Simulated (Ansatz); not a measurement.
**Two structures, one formula**

Two relaxed structures of LiBSiH$_{3}$O, doublet (PBE0-D4/def2-TZVP; forces vanish, vibrations not checked).

A:

| atom | x (Å) | y (Å) | z (Å) |
| --- | --- | --- | --- |
| Li1 | -1.7339 | 2.3554 | -1.2462 |
| O2 | -1.0034 | 0.9001 | -1.0649 |
| Si3 | -0.1617 | -0.3274 | -0.5212 |
| B4 | 0.8293 | -0.4440 | 1.1015 |
| H5 | -0.2217 | -1.4789 | -1.4759 |
| H6 | 0.8892 | 0.4681 | 1.8781 |
| H7 | 1.4021 | -1.4732 | 1.3286 |

B:

```
7
angstrom
Li -1.6198 2.2857 -1.2068
O -0.9064 0.8444 -0.9404
Si 0.6173 -0.5035 1.1561
B -0.2918 -0.2731 -0.6388
H -0.2499 -1.2344 -1.3854
H 0.9331 0.6814 2.0153
H 1.6477 -1.5551 1.4059
```

Computed with Ansatz 0.2.0 (basis: def2-TZVPP); correlated methods freeze the cores; orbitals are unrestricted. The outer core shell of Li, Na, Mg and K is correlated. B3LYP uses VWN-RPA correlation.

(1) Which structure is lower at CCSD(T), and by how much? (To be estimated.)

(2) Do the other methods give the same order? (Judge from chemistry; the calculation decides.)

No T1 diagnostic of these runs exceeds 0.018. ⟨S²⟩ of the unrestricted Hartree–Fock references: 0.76 to 0.77 (a pure state has 0.75).

Results:

(1) The calculation gives: A, by 0.026 eV (electronic energy, against the other); a gap this small isn't resolved in one triple-zeta basis. By their contacts, A is LiBSiH₃O ([Li][O][SiH][BH2]) and B is LiBSiH₃O ([Li][O][BH][SiH2]).

(2) By the calculation: Not all: PBE-D4, HF give the other order.

```tsv
method	E(B) − E(A) (eV)
PBE-D4	-0.004
r2SCAN-D4	0.061
PBE0-D4	0.015
B3LYP-D4	0.031
wB97M-V	0.087
HF	-0.047
MP2	0.082
CCSD	0.030
CCSD(T)	0.026
```

Labels in which every atom is bracketed show which atoms are joined, not bond orders.

For scale, one of the runs: CCSD(T)/def2-TZVPP, 165 basis functions, launched by `ansatz run in.yaml --threads 2 --pin off --events-out ev --progress --plain --max-ram 4352MiB`. Time: 110 s of wall clock on 2 CPU threads of an Arm Neoverse V2; the host was shared. Peak host memory: 3.2 GiB.
